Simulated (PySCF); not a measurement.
Ge(OH)(NH2) (GeH3NO), SMILES [NH2][Ge][OH] (connectivity only; charge and spin as stated), neutral, multiplicity 1.

Geometry optimised at r2SCAN-D4/def2-TZVP. Other conformers were not sampled.

Level of theory: r2SCAN-D4/def2-TZVP (PySCF).

Frequencies are harmonic and unscaled.

```csv
mode,ν (cm⁻¹),IR (km/mol),moving atoms (share of kinetic energy)
1,264,9.1,"O 35 %, H 26 %, N 25 %, Ge 14 %"
2,317,0.0,H 95 %
3,382,309.2,"H 79 %, N 18 %"
4,471,11.7,H 91 %
5,657,71.7,"O 48 %, H 22 %, N 15 %, Ge 15 %"
6,670,52.1,"H 46 %, N 45 %, Ge 9 %"
7,683,107.2,"O 33 %, H 31 %, N 24 %, Ge 12 %"
8,842,42.0,"H 84 %, O 8 %"
9,1562,35.3,"H 89 %, N 10 %"
10,3524,5.4,H 96 %
11,3643,17.8,"H 91 %, N 9 %"
12,3796,14.5,H 94 %
```
